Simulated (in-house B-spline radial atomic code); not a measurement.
Ionising Mn⁺ with different functionals

Computed with an all-electron radial atomic-structure program (B-spline basis): non-relativistic Hamiltonian, point nucleus, spin-polarised at highest spin, spherical fractional occupations for the functionals, the average over the highest-spin determinants for Hartree-Fock. The ionisation energy is the difference of two self-consistent energies, [Ar] 3d5 4s1 → [Ar] 3d5, without Breit or QED terms; ε is the level of the shell that loses the electron (its least bound occupied spin orbital).

| method | rung | ΔSCF (eV) | -ε(4s) (eV) |
| --- | --- | --- | --- |
| Hartree-Fock | Hartree-Fock | 14.69 | 14.80 |
| HF fractional | Hartree-Fock | 14.69 | 14.80 |
| LDA VWN5 | LDA | 16.32 | 12.70 |
| LDA PW92 | LDA | 16.32 | 12.69 |
| LDA exchange-only | LDA | ? | ? |
| PBE | GGA | 16.10 | 12.46 |
| PBEsol | GGA | 16.06 | 12.49 |
| BLYP | GGA | 16.01 | 12.31 |
| RPBE | GGA | 15.97 | 12.36 |
| PW91 | GGA | 16.17 | 12.54 |
| BP86 | GGA | 16.17 | 12.63 |
| AM05 | GGA | 16.03 | 12.49 |
| OLYP | GGA | 15.58 | 12.04 |
| TPSS | meta-GGA | 15.83 | 12.37 |
| SCAN | meta-GGA | 16.14 | 12.85 |
| r2SCAN | meta-GGA | 15.95 | 12.72 |
| M06-L | meta-GGA | 15.19 | 12.24 |
| revTPSS | meta-GGA | 15.77 | 12.36 |
| PBE0 | global hybrid | 15.79 | 13.13 |
| B3LYP | global hybrid | 15.92 | 13.02 |
| TPSSh | global hybrid | 15.72 | 12.64 |
| M06-2X | global hybrid | 15.32 | 13.46 |
| BHandHLYP | global hybrid | 15.41 | 13.65 |
| r2SCAN0 | global hybrid | ? | ? |
| B97-1 | global hybrid | 15.43 | 12.72 |
| HSE06 | range-separated hybrid | 15.85 | 12.81 |
| wB97X | range-separated hybrid | 15.19 | 14.86 |
| CAM-B3LYP | range-separated hybrid | 15.79 | 14.29 |
| LC-wPBE | range-separated hybrid | 15.57 | 15.41 |

**Question.** What does LDA exchange-only give?

**Answer.** ΔSCF 15.74 eV, and -ε(4s) = 12.13 eV.

**Question.** What does r2SCAN0 give?

**Answer.** ΔSCF 15.73 eV, and -ε(4s) = 13.36 eV.

**Question.** Among the functionals, which spreads more, the ΔSCF values or the orbital energies?

**Answer.** The orbital energies: ΔSCF values span about 1.14 eV and the orbital energies 3.37 eV.

**Question.** How do they compare with the NIST value?

**Answer.** NIST lists 15.640 eV (measured, ground level to ground level). Errors run from -0.95 to +0.68 eV; OLYP is closest (-0.06 eV), but part of that can be cancellation, since the calculations leave out relativity, Breit-QED terms, multiplet and fine-structure energies. Hartree-Fock also lacks correlation.
